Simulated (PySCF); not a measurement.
**Excitation energies in several basis sets**

Compound: C4H8AlN.
SMILES: `C1#[N+][AlH2-][CH2]CC1`

TDDFT with PBE0 (PySCF), vertical singlets, core orbitals frozen in the response, spherical d and f functions. One conformer (not necessarily the lowest) at the PBE0-D3(BJ)/def2-SVP geometry, without solvent, vibrations or thermal averaging.

How do the low singlets change with the basis? Take 6-31+G*, aug-cc-pVDZ, def2-TZVP and def2-TZVPD.

```tsv
basis	functions	diffuse	S1 (eV)	S2 (eV)	S3 (eV)	S4 (eV)	S5 (eV)	LUMO (eV)	α (au)
6-31+G*	128	yes	4.90	5.35	5.67	6.08	6.17	-1.09	75.0
aug-cc-pVDZ	214	yes	4.92	5.32	5.60	5.93	6.06	-1.08	81.0
def2-TZVP	240	no	4.94	5.34	5.67	6.13	6.44	-1.04	77.0
def2-TZVPD	300	yes	4.91	5.32	5.61	6.07	6.08	-1.09	80.6
```

States are compared by their number. Against the largest diffuse basis here (def2-TZVPD, itself not a converged limit), sets without diffuse functions differ by up to 0.03 eV in S1 and 0.36 eV in S5; the smaller diffuse sets differ by up to 0.01 and 0.10 eV. State by state, the largest deviation of a set without diffuse functions is S1 0.03, S2 0.03, S3 0.06, S4 0.06, S5 0.36 eV. The same number needn't mean the same state in each row. Against def2-TZVPD the polarisability deviates by -7% in 6-31+G*, +1% in aug-cc-pVDZ, -4% in def2-TZVP. A single + in a Pople set puts diffuse functions on heavy atoms only.
